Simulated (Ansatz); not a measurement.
`N#CO[SiH3]` → `N#CO` + `[SiH2]` at 400 K and 1 bar (silylene loss).

Gas-phase electronic energies from Ansatz, PBE0-D4/def2-TZVP geometries. CBS: MP2 limit from def2 TZ/QZ plus the TZ coupled-cluster correction, frozen cores. This one scheme is used for every species. Each species was taken in one conformer, which may not be the lowest.

```csv
species,CCSD(T)/CBS energy (Eh),H − E (kJ/mol),S (J/(mol·K))
`N#CO[SiH3]`,-458.79584,124.5,327.0
`N#CO`,-168.48100,73.4,255.2
`[SiH2]`,-290.19011,44.2,218.1
```

H − E and S are ideal-gas, rigid-rotor, harmonic terms from PBE0-D4/def2-TZVP, for one conformer and one mirror image of each species. 1 Eh = 2625.50 kJ/mol, R = 8.31446 J/(mol·K).

Task: By hand: ΔE, ΔH, ΔS and ΔG.

Result: ΔE = (-168.48100) + (-290.19011) − (-458.79584) = 0.12473 Eh = 327.5 kJ/mol. Δ(H − E) = 73.4 + 44.2 − 124.5 = -6.9, so ΔH = 320.6 kJ/mol. ΔS = 255.2 + 218.1 − 327.0 = 146.3 J/(mol·K). ΔG = 320.6 − 400 × (146.3)/1000 = 262.1 kJ/mol.

Task: By hand: the equilibrium constant, and the temperature at which ΔG would vanish if ΔH and ΔS stayed fixed.

Result: log₁₀ K = −ΔG/(RT ln 10) = -34.2. ΔG = 0 at ΔH/ΔS = 2191 K.

The number of gas molecules changes by +1, which sets the sign of ΔS. A doubt of 5 kJ/mol in ΔE shifts log₁₀ K by 0.7 here. Other conformers and mirror images would add mixing entropy, several J/(mol·K) or more a flexible species. These are equilibria of isolated gas molecules and say nothing of rates. Largest T1 diagnostic: 0.014 (customary marks: 0.02 for closed shells, 0.045 for open ones).
